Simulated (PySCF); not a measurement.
formaldehyde (CH2O), singlet, geometry from GFN2-xTB. Base run: CCSD/def2-SV(P) in PySCF.

Input for PySCF:
```python
from pyscf import gto, scf, cc

mol = gto.M(
    atom='''
O    -0.032196    0.016113    0.669787
C     0.025023   -0.012524   -0.520575
H     0.029493    0.899659   -1.140880
H     0.077933   -0.953423   -1.093972
''',
    basis='def2-sv(p)',
    charge=0,
    spin=0,
    verbose=4,
)

mf = scf.RHF(mol)
mf.kernel()

mycc = cc.CCSD(mf)
mycc.kernel()
print('E(CCSD) = %.10f' % mycc.e_tot)
mf.analyze()
```

Variants of this job, named by their change:

```csv
change,ΔE vs base (kcal/mol),MP2 correlation (Eh),CC correlation without the perturbative part (Eh),basis functions
base,0.000,-0.30570,-0.31978,32
frozen = 3,?,?,?,32
method = cisd,14.00,-,-,32
cc.level_shift = 0.2,0.000,-0.30570,-0.31978,32
method = mp2,?,-0.30570,-,32
frozen = 2,?,?,?,32
cc.diis_space = 3,0.000,-0.30570,-0.31978,32
frozen = 1,1.28,-0.30339,-0.31773,32
cart = on,-9.32,-0.31550,-0.32932,34
density fitting = JK and correlation,0.007,-0.30574,-0.31988,32
```

Question: What belongs in the gaps?

Answer: 
- frozen = 3, ΔE vs base (kcal/mol): 41.76
- frozen = 3, MP2 correlation (Eh): -0.23893
- frozen = 3, CC correlation without the perturbative part (Eh): -0.25324
- method = mp2, ΔE vs base (kcal/mol): 8.83
- frozen = 2, ΔE vs base (kcal/mol): 2.72
- frozen = 2, MP2 correlation (Eh): -0.30096
- frozen = 2, CC correlation without the perturbative part (Eh): -0.31544
